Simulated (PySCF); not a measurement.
Molfile (atoms numbered from 1):
```
C7H14P
     RDKit          3D

 22 21  0  0  0  0  0  0  0  0999 V2000
    3.6915    0.4837   -0.1261 C   0  0  0  0  0  0  0  0  0  0  0  0
    2.7238   -0.1096    0.2910 C   0  0  0  0  0  0  0  0  0  0  0  0
    1.5400   -0.8034    0.7606 C   0  0  0  0  0  0  0  0  0  0  0  0
    0.0480   -0.0906   -0.0090 P   0  0  0  0  0  0  0  0  0  0  0  0
   -1.4421   -0.9813    0.4971 C   0  0  0  0  0  0  0  0  0  0  0  0
   -1.4102   -2.4736    0.1868 C   0  0  0  0  0  0  0  0  0  0  0  0
   -0.0497    1.6792    0.3369 C   0  0  0  0  0  0  0  0  0  0  0  0
   -1.1899    2.3883   -0.3844 C   0  0  0  0  0  0  0  0  0  0  0  0
    4.5682    0.9978   -0.4836 H   0  0  0  0  0  0  0  0  0  0  0  0
    1.5704   -1.8775    0.5089 H   0  0  0  0  0  0  0  0  0  0  0  0
    1.4202   -0.7259    1.8562 H   0  0  0  0  0  0  0  0  0  0  0  0
    0.2085   -0.2604   -1.4019 H   0  0  0  0  0  0  0  0  0  0  0  0
   -2.2808   -0.4809   -0.0154 H   0  0  0  0  0  0  0  0  0  0  0  0
   -1.5703   -0.7846    1.5756 H   0  0  0  0  0  0  0  0  0  0  0  0
   -1.2656   -2.6677   -0.8864 H   0  0  0  0  0  0  0  0  0  0  0  0
   -0.6230   -2.9992    0.7464 H   0  0  0  0  0  0  0  0  0  0  0  0
   -2.3694   -2.9248    0.4763 H   0  0  0  0  0  0  0  0  0  0  0  0
   -0.1302    1.7747    1.4336 H   0  0  0  0  0  0  0  0  0  0  0  0
    0.9358    2.0868    0.0547 H   0  0  0  0  0  0  0  0  0  0  0  0
   -2.1772    2.0248   -0.0651 H   0  0  0  0  0  0  0  0  0  0  0  0
   -1.1491    3.4622   -0.1549 H   0  0  0  0  0  0  0  0  0  0  0  0
   -1.1135    2.2827   -1.4767 H   0  0  0  0  0  0  0  0  0  0  0  0
  1  2  3  0
  2  3  1  0
  3  4  1  0
  4  5  1  0
  5  6  1  0
  4  7  1  0
  7  8  1  0
  1  9  1  0
  3 10  1  0
  3 11  1  0
  4 12  1  0
  5 13  1  0
  5 14  1  0
  6 15  1  0
  6 16  1  0
  6 17  1  0
  7 18  1  0
  7 19  1  0
  8 20  1  0
  8 21  1  0
  8 22  1  0
M  CHG  1   4   1
M  END
```

Geometry: PBE0-D3(BJ)/def2-SVP; GIAO absolute shieldings from PySCF, gas phase, non-relativistic, averaged over equivalent atoms.

At KT3/pcSseg-1 (213 basis functions, 46 s wall time on 1 thread of an AMD EPYC 7R13, shared host):
| atoms | σ (ppm) |
| --- | --- |
| C1 | 103.9 |
| C2 | 124.0 |
| C5/C7 | 165.7 |
| C3 | 168.3 |
| C6/C8 | 172.7 |
| P4 | 324.6 |
| H12 | 26.27 |
| H10/H11 | 28.06 |
| H9 | 28.36 |
| H14/H19 | 28.96 |
| H13/H18 | 29.20 |
| H15/H16/H17/H20/H21/H22 | 29.78 |

What do these become at PBE0/pcSseg-1?

Answers


```tsv
atoms	σ at PBE0/pcSseg-1	change
C1	94.6	-9.3
C2	116.8	-7.2
C5/C7	170.0	+4.3
C3	172.9	+4.6
C6/C8	176.9	+4.2
P4	306.9	-17.7
H12	26.10	-0.17
H10/H11	28.21	+0.15
H9	28.35	-0.01
H14/H19	29.02	+0.06
H13/H18	29.25	+0.05
H15/H16/H17/H20/H21/H22	29.75	-0.03
```

The largest change is at P4 (phosphorus bonded to 3 C, H). Cost: 213 basis functions, 33 s wall time on 1 thread of an AMD EPYC 7R13, shared host. The order of the carbon signals is the same at both levels.
